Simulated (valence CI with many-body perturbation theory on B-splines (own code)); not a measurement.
# Forbidden lines of Pb⁷⁷⁺

Level of theory: relativistic CI+MBPT: three valence electrons over a frozen Dirac-Fock core [He], a basis of 11 s, 11 p, 10 d, 8 f, 5 g, 2 h functions for each j, with the one-electron correlation potential Σ1 (screened to all orders), the two-electron term Σ2, the three-electron term Σ3, Breit, model QED; selected single and double excitations, second order for the rest, scaled by the run's own slope (own B-spline code, finite nucleus).

The last digits are not significant, and no measured levels were compared; by estimate large intervals hold to a few tenths of a per cent, small ones and those within an open d or f shell to about a per cent.

Lines 1 to 50 of 54 in falling wavelength, among levels below 20439 eV, chosen from the decays that carry over 1 % of a level's rate. Wavelengths and rates use the calculated energies. Electric multipoles are in the length gauge, E1 and E2 with the static RPA response of the core. S is in atomic units (e²a₀⁴ for E2 and M2, e²a₀⁶ for E3), for M1 in squared Bohr magnetons. Weak lines are less certain than strong ones. Lines between different terms over intervals too small for the method are left out, as are lines whose strength nearly cancels. Where a level lies close to another of its J and parity, the split of strength between their lines is uncertain. The highest levels of a list are the least certain.

Levels are named by their leading jj configuration (3d3/2^4 stands for four electrons in 3d with j = 3/2), which in mixed levels can hold well under half, so a name can repeat and another be missing. Letters in brackets count levels of one name in rising energy.

```
λ vac (nm)                          Upper                       Lower  Type   A (s⁻¹)  S (a.u.)
    0.5490     (2s 2p1/2 2p3/2) J=3/2 [a]          (2s 2p1/2^2) J=1/2    M1  6.32e+10  1.55e+00
    0.5388         (2s 2p1/2 2p3/2) J=5/2          (2s 2p1/2^2) J=1/2    E2  5.96e+08  1.45e-05
    0.5363         (2s 2p3/2 3d5/2) J=9/2      (2s 2p1/2 3d5/2) J=7/2    M1  5.76e+10  3.30e+00
    0.5268             (2s^2 2p3/2) J=3/2          (2s^2 2p1/2) J=1/2    M1  5.70e+10  1.24e+00
    0.1098     (2s 2p1/2 3p1/2) J=1/2 [a]  (2s 2p1/2 2p3/2) J=3/2 [a]    E2  4.47e+12  1.27e-05
    0.1095             (2s^2 3p1/2) J=1/2          (2s^2 2p3/2) J=3/2    E2  5.68e+12  1.60e-05
    0.1046         (2s 2p3/2 3p3/2) J=7/2          (2s 2p3/2^2) J=3/2    E2  2.00e+11  1.79e-06
    0.1035         (2s 2p3/2 3p3/2) J=7/2          (2s 2p3/2^2) J=5/2    E2  2.03e+12  1.72e-05
    0.1034     (2s 2p3/2 3p3/2) J=1/2 [b]          (2s 2p3/2^2) J=3/2    E2  3.54e+12  7.47e-06
    0.1032             (2s^2 3p3/2) J=3/2          (2s^2 2p3/2) J=3/2    E2  2.90e+12  1.21e-05
    0.1023     (2s 2p3/2 3p3/2) J=1/2 [b]          (2s 2p3/2^2) J=5/2    E2  1.10e+12  2.21e-06
    0.1015         (2s 2p3/2 3d5/2) J=9/2          (2s 2p3/2^2) J=5/2    M2  1.98e+11  1.90e-06
    0.1015         (2s 2p3/2 3d5/2) J=9/2          (2s 2p3/2^2) J=5/2    E3  1.25e+10  4.39e-07
   0.08666         (2s 2p3/2 3p3/2) J=7/2      (2s 2p1/2 2p3/2) J=5/2    E2  1.44e+12  5.02e-06
   0.08640         (2s 2p3/2 3p3/2) J=7/2  (2s 2p1/2 2p3/2) J=3/2 [a]    E2  2.38e+12  8.18e-06
   0.08634     (2s 2p3/2 3p3/2) J=1/2 [b]  (2s 2p1/2 2p3/2) J=3/2 [b]    E2  3.32e+12  2.84e-06
   0.08628             (2s^2 3p3/2) J=3/2          (2s^2 2p1/2) J=1/2    E2  3.66e+12  6.25e-06
   0.08523         (2s 2p3/2 3d5/2) J=9/2      (2s 2p1/2 2p3/2) J=5/2    M2  9.09e+10  3.65e-07
   0.08523         (2s 2p3/2 3d5/2) J=9/2      (2s 2p1/2 2p3/2) J=5/2    E3  1.27e+10  1.32e-07
   0.08498         (2s 2p3/2 3d5/2) J=9/2  (2s 2p1/2 2p3/2) J=3/2 [a]    E3  2.63e+10  2.68e-07
   0.08478  (2p1/2 2p3/2 3d3/2) J=5/2 [a]      (2s 2p1/2 2p3/2) J=1/2    E2  6.32e+12  1.48e-05
   0.08469      (2p1/2 2p3/2 3d3/2) J=7/2  (2s 2p1/2 2p3/2) J=3/2 [b]    E2  9.76e+12  3.04e-05
   0.08449         (2s 2p1/2 3d3/2) J=5/2          (2s^2 2p1/2) J=1/2    E2  1.36e+13  3.14e-05
   0.08439          (2p1/2^2 3d3/2) J=3/2          (2s 2p1/2^2) J=1/2    E2  2.03e+13  3.10e-05
   0.08428  (2p1/2 2p3/2 3d3/2) J=5/2 [a]      (2s 2p1/2 2p3/2) J=5/2    E2  4.50e+12  1.02e-05
   0.08419      (2p1/2 2p3/2 3d3/2) J=7/2      (2s 2p1/2 2p3/2) J=5/2    E2  8.73e+12  2.64e-05
   0.08404  (2p1/2 2p3/2 3d3/2) J=3/2 [a]  (2s 2p1/2 2p3/2) J=3/2 [a]    E2  1.44e+13  2.15e-05
   0.08404  (2p1/2 2p3/2 3d3/2) J=5/2 [a]  (2s 2p1/2 2p3/2) J=3/2 [a]    E2  8.84e+12  1.99e-05
   0.08399  (2p1/2 2p3/2 3d3/2) J=1/2 [a]  (2s 2p1/2 2p3/2) J=3/2 [a]    E2  1.84e+13  1.38e-05
   0.08395      (2p1/2 2p3/2 3d3/2) J=7/2  (2s 2p1/2 2p3/2) J=3/2 [a]    E2  1.88e+12  5.59e-06
   0.08370          (2p3/2^2 3d5/2) J=7/2          (2s 2p3/2^2) J=3/2    E2  7.88e+12  2.31e-05
   0.08360          (2p3/2^2 3d5/2) J=1/2          (2s 2p3/2^2) J=3/2    E2  1.93e+13  1.41e-05
   0.08340     (2s 2p3/2 3d5/2) J=3/2 [a]          (2s^2 2p3/2) J=3/2    E2  2.94e+13  4.24e-05
   0.08334         (2s 2p1/2 3d5/2) J=3/2          (2s^2 2p1/2) J=1/2    E2  2.69e+13  3.86e-05
   0.08330  (2p1/2 2p3/2 3d5/2) J=7/2 [a]      (2s 2p1/2 2p3/2) J=5/2    E2  1.12e+12  3.22e-06
   0.08329         (2s 2p3/2 3d5/2) J=1/2          (2s^2 2p3/2) J=3/2    E2  2.67e+13  1.91e-05
   0.08320      (2p1/2 2p3/2 3d5/2) J=9/2      (2s 2p1/2 2p3/2) J=5/2    E2  2.15e+13  7.67e-05
   0.08316      (2p3/2^2 3d5/2) J=5/2 [b]          (2s 2p3/2^2) J=1/2    E2  2.08e+13  4.44e-05
   0.08306  (2p1/2 2p3/2 3d5/2) J=7/2 [a]  (2s 2p1/2 2p3/2) J=3/2 [a]    E2  1.95e+13  5.50e-05
   0.08299          (2p3/2^2 3d5/2) J=7/2          (2s 2p3/2^2) J=5/2    E2  1.36e+13  3.82e-05
   0.08299          (2p3/2^2 3d5/2) J=9/2          (2s 2p3/2^2) J=5/2    E2  2.18e+13  7.66e-05
   0.08294     (2s 2p3/2 3d5/2) J=7/2 [b]          (2s^2 2p3/2) J=3/2    E2  1.06e+13  2.97e-05
   0.07641             (2s^2 4p3/2) J=3/2          (2s^2 2p3/2) J=3/2    E2  1.10e+12  1.03e-06
   0.07625          (2p1/2^2 4f7/2) J=7/2       (2p1/2^2 2p3/2) J=3/2    E2  1.30e+13  2.39e-05
   0.07623     (2s 2p1/2 4f7/2) J=7/2 [b]  (2s 2p1/2 2p3/2) J=3/2 [b]    E2  7.60e+12  1.40e-05
   0.07622         (2s 2p1/2 4f7/2) J=5/2      (2s 2p1/2 2p3/2) J=1/2    E2  8.93e+12  1.23e-05
   0.07583         (2s 2p1/2 4f7/2) J=9/2      (2s 2p1/2 2p3/2) J=5/2    E2  1.26e+13  2.83e-05
   0.07581     (2s 2p1/2 4f7/2) J=7/2 [a]  (2s 2p1/2 2p3/2) J=3/2 [a]    E2  7.10e+12  1.27e-05
   0.07570             (2s^2 4f7/2) J=7/2          (2s^2 2p3/2) J=3/2    E2  1.28e+13  2.26e-05
   0.06701         (2s 2p1/2 4p3/2) J=5/2          (2s 2p1/2^2) J=1/2    E2  1.26e+12  9.11e-07
```
